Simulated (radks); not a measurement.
Values are calculated unless marked as measured or tabulated.
Q: Neutral lithium, configuration [He] 2s1. Code: a radial shooting solver on a logarithmic mesh with Libxc functionals. Model: scalar-relativistic Kohn-Sham, PBEsol, spin-polarised, spherical densities, point nucleus; open shells are filled with parallel spins first. Some entries of the table are withheld. Estimate them.

| orbital | occ. | eigenvalue (hartree) | <1/r> (bohr^-1) | <r^2> (bohr^2) |
|---|---|---|---|---|
| 1s up | 1 | (1) | 2.662 | 0.4689 |
| 1s down | 1 | (2) | 2.661 | 0.4685 |
| 2s up | 1 | -0.11619 | 0.3589 | 17.22 |

A: 
(1) 1s up eigenvalue (hartree): -1.88272
(2) 1s down eigenvalue (hartree): -1.87527
